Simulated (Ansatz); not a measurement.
A nudged elastic band was laid between two geometries of BrCl2In + H2 (6 atoms, charge 0, multiplicity 1).

The calculation used RKS PBE0-D4/def2-SVP (Ansatz).

```json
{
 "movable images": "9",
 "climbing image": "yes",
 "spring": "5.0 eV/Å²",
 "optimiser": "quadratic models (default)",
 "start path": "through a guess of the saddle point",
 "force threshold": "0.03 eV/Å",
 "iteration limit": "55",
 "end points": "relaxed"
}
```

Initial state:

```xyz
6
Properties=species:S:1:pos:R:3
In -0.449 -0.657 -0.245
Br 0.217 -1.788 1.832
Cl 0.746 -1.001 -2.210
Cl -2.406 0.595 -0.344
H 1.085 1.217 0.774
H 0.808 1.635 0.194
```

Final state:

```xyz
6
Properties=species:S:1:pos:R:3
In -0.324 0.371 -0.823
Br 0.516 -1.015 1.757
Cl 0.492 -1.313 -2.242
Cl -2.621 0.125 -0.399
H 1.387 0.036 2.175
H 0.550 1.795 -0.468
```

(1) What changes between the two ends?

(2) Give the energies along the band, and the barrier.

(3) What is the geometry of the highest image?

(4) What are the harmonic wavenumbers there?

Answers

(1) Bonds broken: H5–H6. Bonds formed: In1–H6, Br2–H5. BrCl2In + H2 becomes BrCl2H2In.

(2) It converged. The highest image is number 6 of 0 to 10, 1.33 eV above the first end and 0.61 eV above the last; the last end lies 0.72 eV above the first. A vibrational analysis at the climbing image gives one clearly imaginary mode, 1008i cm⁻¹: a first-order saddle point. The orbitals stay closed-shell, which can raise the energy where a bond breaks towards radicals; this wasn't checked here.

```csv
image,path coordinate (Å),energy (eV),H5–H6 (Å),In1–H6 (Å),Br2–H5 (Å)
0,0.00,0.00,0.77,2.65,3.30
1,0.27,0.01,0.77,2.65,3.02
2,0.55,0.07,0.77,2.55,2.71
3,0.82,0.23,0.77,2.38,2.43
4,1.10,0.57,0.80,2.18,2.17
5,1.37,1.05,0.90,2.00,1.92
6,1.65,1.33,1.13,1.87,1.67
7,2.09,1.03,1.64,1.75,1.46
8,2.53,0.84,2.15,1.72,1.43
9,2.97,0.75,2.70,1.71,1.43
10,3.41,0.72,3.28,1.71,1.43
```

(3) 
```xyz
6
Properties=species:S:1:pos:R:3
In -0.326 -0.011 -0.550
Br 0.615 -0.988 1.873
Cl 0.647 -1.162 -2.320
Cl -2.604 0.441 -0.417
H 0.892 0.481 1.123
H 0.777 1.239 0.292
```

(4) 1008i, 60, 83, 103, 210, 324, 360, 404, 956, 957, 1274, 1585 cm⁻¹.

Run time: 2.7 min on 2 threads of Intel(R) Xeon(R) 6975P-C (Granite Rapids), on a shared host, peak memory 0.29 GiB.
